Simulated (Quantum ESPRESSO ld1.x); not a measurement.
Results of a calculation; reference values are marked as such.
Task: Pr L, configuration [Ne] (the NIST ground configuration). Code: ld1.x of Quantum ESPRESSO 7.5. Model: Dirac Kohn-Sham, PW91, spin-unpolarised, spherical densities, point nucleus. Some entries of the table are withheld. Estimate them.

| orbital | occ. | eigenvalue (eV) | <r> (bohr) |
|---|---|---|---|
| 1s1/2 | 2 | -45385.7 | (1) |
| 2s1/2 | 2 | (2) | (3) |
| 2p1/2 | 2 | (4) | (5) |
| 2p3/2 | 4 | (6) | (7) |
| 3s1/2 | 0 | -4183.55 | 0.2398 |
| 3p1/2 | 0 | (8) | 0.2260 |
| 3p3/2 | 0 | (9) | 0.2346 |

Result: 
(1) 1s1/2 <r> (bohr): 0.02407
(2) 2s1/2 eigenvalue (eV): -10082.7
(3) 2s1/2 <r> (bohr): 0.1006
(4) 2p1/2 eigenvalue (eV): -9769.84
(5) 2p1/2 <r> (bohr): 0.08424
(6) 2p3/2 eigenvalue (eV): -9266.69
(7) 2p3/2 <r> (bohr): 0.09021
(8) 3p1/2 eigenvalue (eV): -4077.98
(9) 3p3/2 eigenvalue (eV): -3942.24
